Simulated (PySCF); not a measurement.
boric acid (H$_{3}$BO$_{3}$), singlet, at a GFN2-xTB geometry; PySCF with CCSD/STO-3G.

Input for PySCF:
```python
from pyscf import gto, scf, cc

mol = gto.M(
    atom='''
O    -1.14257544   -0.76938954   -0.03182750
B    -0.00770897   -0.03931797   -0.00346985
O    -0.11414081    1.32224772    0.13027114
O     1.17041255   -0.70476858   -0.10979414
H    -1.93446708   -0.23864193    0.04760011
H     0.69661442    1.82756308    0.14897985
H     1.96682712   -0.17704808   -0.08842676
''',
    basis='sto-3g',
    verbose=5,
)

mf = scf.RHF(mol)
mf.kernel()

mycc = cc.CCSD(mf)
mycc.level_shift = 0.2
mycc.kernel()
print('E(CCSD) = %.10f' % mycc.e_tot)
```

Q: Write the output that PySCF gives for this input, abridged.

A: 
```
PySCF version 2.14.0

[INPUT] verbose = 5
[INPUT] max_memory = 4000
[INPUT] num. atoms = 7
[INPUT] num. electrons = 32
[INPUT] charge = 0
[INPUT] spin (= nelec alpha-beta = 2S) = 0
[INPUT] symmetry False subgroup None
[INPUT] Mole.unit = angstrom
[INPUT] Symbol           X                Y                Z      unit          X                Y                Z       unit  Magmom
[INPUT]  1 O     -1.142575440000  -0.769389540000  -0.031827500000 AA   -2.159154658254  -1.453935513705  -0.060145258230 Bohr   0.0
[INPUT]  2 B     -0.007708970000  -0.039317970000  -0.003469850000 AA   -0.014567842002  -0.074300195074  -0.006557066193 Bohr   0.0
[INPUT]  3 O     -0.114140810000   1.322247720000   0.130271140000 AA   -0.215694870536   2.498686059631   0.246176776535 Bohr   0.0
[INPUT]  4 O      1.170412550000  -0.704768580000  -0.109794140000 AA    2.211759172254  -1.331819597399  -0.207480854682 Bohr   0.0
[INPUT]  5 H     -1.934467080000  -0.238641930000   0.047600110000 AA   -3.655612978187  -0.450967889538   0.089951171399 Bohr   0.0
[INPUT]  6 H      0.696614420000   1.827563080000   0.148979850000 AA    1.316410468223   3.453593696567   0.281531114579 Bohr   0.0
[INPUT]  7 H      1.966827120000  -0.177048080000  -0.088426760000 AA    3.716764591167  -0.334572382080  -0.167102358483 Bohr   0.0
[INPUT] ---------------- BASIS SET ----------------
[INPUT] l, kappa, [nprim/nctr], expnt,             c_1 c_2 ...
[INPUT] B
[INPUT] 0    0    [3    /1   ]  48.791113         0.15432897
                                8.8873622         0.53532814
                                2.405267          0.44463454
[INPUT] 0    0    [3    /1   ]  2.2369561         -0.09996723
                                0.5198205         0.39951283
                                0.1690618         0.70011547
[INPUT] 1    0    [3    /1   ]  2.2369561         0.15591627
                                0.5198205         0.60768372
                                0.1690618         0.39195739
[INPUT] H
[INPUT] 0    0    [3    /1   ]  3.42525091        0.15432897
                                0.62391373        0.53532814
                                0.1688554         0.44463454
[INPUT] O
[INPUT] 0    0    [3    /1   ]  130.70932         0.15432897
                                23.808861         0.53532814
                                6.4436083         0.44463454
[INPUT] 0    0    [3    /1   ]  5.0331513         -0.09996723
                                1.1695961         0.39951283
                                0.380389          0.70011547
[INPUT] 1    0    [3    /1   ]  5.0331513         0.15591627
                                1.1695961         0.60768372
                                0.380389          0.39195739

nuclear repulsion = 116.75040021573
number of shells = 15
number of NR pGTOs = 69
number of NR cGTOs = 23
basis = sto-3g
ecp = {}

******** <class 'pyscf.scf.hf.RHF'> ********
method = RHF
initial guess = minao
damping factor = 0
level_shift factor = 0
DIIS = <class 'pyscf.scf.diis.CDIIS'>
diis_start_cycle = 1
diis_space = 8
diis_damp = 0
SCF conv_tol = 1e-09
SCF conv_tol_grad = None
SCF max_cycles = 50
direct_scf = True
direct_scf_tol = 1e-13
Set gradient conv threshold to 3.16228e-05
Initial guess from minao.
E1 = -569.5823986814182  E2 = 204.3367470978917  Ecoul = 233.9538498015512  Exc = -29.617102703659498
init E= -248.495251367797
cond(S) = 7.798116109672485
  HOMO = -0.442909883950953  LUMO = 0.259149615938169  gap/eV = 19.10401
  mo_energy =
[-20.65852095 -20.6543458  -20.64783311  -7.42611659  -1.8228409
  -1.59407512  -1.57100496  -0.88863333  -0.77760105  -0.66117842
  -0.61721184  -0.56624644  -0.52158142  -0.46146541  -0.44631592
  -0.44290988   0.25914962   0.31381635   0.42032056   0.44798238
   0.51157947   0.736154     0.80534832]
E1 = -578.5414991886704  E2 = 214.14486333158092  Ecoul = 244.7483245758788  Exc = -30.603461244297876
cycle= 1 E= -247.64623564136  delta_E= 0.849  |g|= 0.621  |ddm|= 3.25
  HOMO = -0.273433925504273  LUMO = 0.422399138205497  gap/eV = 18.93458
  mo_energy =
[-20.05357221 -20.04170535 -20.023375    -7.5454997   -1.26401035
  -1.20021964  -1.18732485  -0.66151552  -0.62002577  -0.52280137
  -0.44037541  -0.43067699  -0.33461741  -0.30082132  -0.29655563
  -0.27343393   0.42239914   0.57273576   0.62073747   0.70538778
   0.78042252   0.94254643   1.04183874]
E1 = -575.8007228192005  E2 = 211.27732548984068  Ecoul = 241.4211886629797  Exc = -30.14386317313901
cycle= 2 E= -247.77299711363  delta_E= -0.127  |g|= 0.138  |ddm|= 0.919
  HOMO = -0.364511769138924  LUMO = 0.417097138932486  gap/eV = 21.26866
  mo_energy =
[-20.25402713 -20.25114715 -20.23350547  -7.42684185  -1.31338174
  -1.25997506  -1.25060649  -0.69580057  -0.64769758  -0.57042094
  -0.49971449  -0.49940547  -0.42474993  -0.37827528  -0.36935322
  -0.36451177   0.41709714   0.55047604   0.60966467   0.67055337
   0.76941697   0.92232485   1.02062293]
E1 = -576.0283954376549  E2 = 211.49926749247672  Ecoul = 241.71963168726225  Exc = -30.22036419478553
cycle= 3 E= -247.778727729448  delta_E= -0.00573  |g|= 0.0231  |ddm|= 0.177
  HOMO = -0.368742368211973  LUMO = 0.404651805623374  gap/eV = 21.04513
  mo_energy =
[-20.25237952 -20.252137   -20.24742599  -7.45991128  -1.32078181
  -1.26365639  -1.25867967  -0.697671    -0.65394281  -0.57466463
  -0.50802159  -0.50562451  -0.42847616  -0.38737476  -0.37872961
  -0.36874237   0.40465181   0.54983749   0.60679996   0.67512925
   0.76003283   0.91198641   1.00942329]
E1 = -575.9675499438088  E2 = 211.43820131948212  Ecoul = 241.6531726242262  Exc = -30.21497130474407
cycle= 4 E= -247.778948408597  delta_E= -0.000221  |g|= 0.00304  |ddm|= 0.0405
  HOMO = -0.369337992828481  LUMO = 0.405222885881438  gap/eV = 21.07688
  mo_energy =
[-20.25253232 -20.25043893 -20.24594504  -7.45860162  -1.32013356
  -1.26405636  -1.25764457  -0.69740206  -0.65238094  -0.57438905
  -0.50727101  -0.50467826  -0.42896256  -0.38631753  -0.37711722
  -0.36933799   0.40522289   0.54964714   0.6075806    0.67448733
   0.76133008   0.91205673   1.01000691]
E1 = -575.9695308252594  E2 = 211.44017869646092  Ecoul = 241.65556788174442  Exc = -30.2153891852835
cycle= 5 E= -247.778951913069  delta_E= -3.5e-06  |g|= 0.000711  |ddm|= 0.0053
  HOMO = -0.368961664292734  LUMO = 0.405500937357639  gap/eV = 21.07420
  mo_energy =
[-20.25206958 -20.2494882  -20.24679278  -7.45796484  -1.32002153
  -1.26374335  -1.25769584  -0.69712872  -0.65246778  -0.57402051
  -0.50707385  -0.50465921  -0.42862995  -0.38631386  -0.37721822
  -0.36896166   0.40550094   0.5497323    0.60739764   0.67463045
   0.76142276   0.91241584   1.01023285]
E1 = -575.9700206247551  E2 = 211.44066829076732  Ecoul = 241.65616713416333  Exc = -30.215498843396006
cycle= 6 E= -247.778952118258  delta_E= -2.05e-07  |g|= 0.000149  |ddm|= 0.00107
  HOMO = -0.368981153989016  LUMO = 0.405500313415899  gap/eV = 21.07471
  mo_energy =
[-20.25213761 -20.24948423 -20.24674347  -7.45799229  -1.32002657
  -1.26375626  -1.25768815  -0.69713928  -0.65246845  -0.57401935
  -0.50708508  -0.50466789  -0.42862852  -0.38632516  -0.37723732
  -0.36898115   0.40550031   0.54972502   0.60740202   0.67464031
   0.76142768   0.91242226   1.01022985]
E1 = -575.969957196938  E2 = 211.4406048498208  Ecoul = 241.65611058657913  Exc = -30.21550573675833
cycle= 7 E= -247.778952131387  delta_E= -1.31e-08  |g|= 2.63e-05  |ddm|= 0.000326
  HOMO = -0.368987097051152  LUMO = 0.405497442083118  gap/eV = 21.07480
  mo_energy =
[-20.25210979 -20.24950063 -20.24675061  -7.4579978   -1.32002608
  -1.26375279  -1.25769072  -0.69713678  -0.65246839  -0.5740172
  -0.50708502  -0.50466357  -0.42863608  -0.38632001  -0.37723873
  -0.3689871    0.40549744   0.54972412   0.60739957   0.67463979
   0.76142765   0.91241583   1.01022821]
E1 = -575.9699617501025  E2 = 211.44060940250515  Ecoul = 241.65611895996048  Exc = -30.215509557455334
cycle= 8 E= -247.778952131867  delta_E= -4.8e-10  |g|= 7.22e-06  |ddm|= 6.17e-05
  HOMO = -0.3689859053665  LUMO = 0.405497938850804  gap/eV = 21.07478
  mo_energy =
[-20.2521185  -20.24949286 -20.24674567  -7.45799786  -1.32002558
  -1.26375351  -1.2576888   -0.69713684  -0.65246715  -0.57401721
  -0.50708451  -0.50466433  -0.42863293  -0.3863204   -0.37723943
  -0.36898591   0.40549794   0.54972415   0.60740063   0.67463984
   0.7614275    0.91241742   1.01022802]
E1 = -575.969962680094  E2 = 211.44061033247124  Ecoul = 241.65612021700312  Exc = -30.215509884531883
Extra cycle  E= -247.778952131893  delta_E= -2.55e-11  |g|= 2.56e-06  |ddm|= 1.28e-05
converged SCF energy = -247.778952131893

******** <class 'pyscf.cc.ccsd.CCSD'> ********
CC2 = 0
CCSD nocc = 16, nmo = 23
max_cycle = 50
direct = 0
conv_tol = 1e-07
conv_tol_normt = 1e-05
diis_space = 6
diis_start_cycle = 0
diis_start_energy_diff = 1e+09
Init t2, MP2 energy = -247.927868373598  E_corr(MP2) -0.148916241705122
Init E_corr(CCSD) = -0.1489162417083
cycle = 1  E_corr(CCSD) = -0.163895234301743  dE = -0.0149789926  norm(t1,t2) = 0.0508681
cycle = 2  E_corr(CCSD) = -0.172527514194864  dE = -0.00863227989  norm(t1,t2) = 0.0186647
cycle = 3  E_corr(CCSD) = -0.178950125231079  dE = -0.00642261104  norm(t1,t2) = 0.0092827
cycle = 4  E_corr(CCSD) = -0.17885146905855  dE = 9.86561725e-05  norm(t1,t2) = 0.00146811
cycle = 5  E_corr(CCSD) = -0.178789568691882  dE = 6.19003667e-05  norm(t1,t2) = 0.000435053
cycle = 6  E_corr(CCSD) = -0.17879753249537  dE = -7.96380349e-06  norm(t1,t2) = 0.000111937
cycle = 7  E_corr(CCSD) = -0.178794646540102  dE = 2.88595527e-06  norm(t1,t2) = 2.85948e-05
cycle = 8  E_corr(CCSD) = -0.178795167613216  dE = -5.21073115e-07  norm(t1,t2) = 1.18875e-05
cycle = 9  E_corr(CCSD) = -0.178795161474215  dE = 6.13900153e-09  norm(t1,t2) = 4.05135e-06
CCSD converged
E(CCSD) = -247.9577472933672  E_corr = -0.1787951614742146
E(CCSD) = -247.9577472934
```
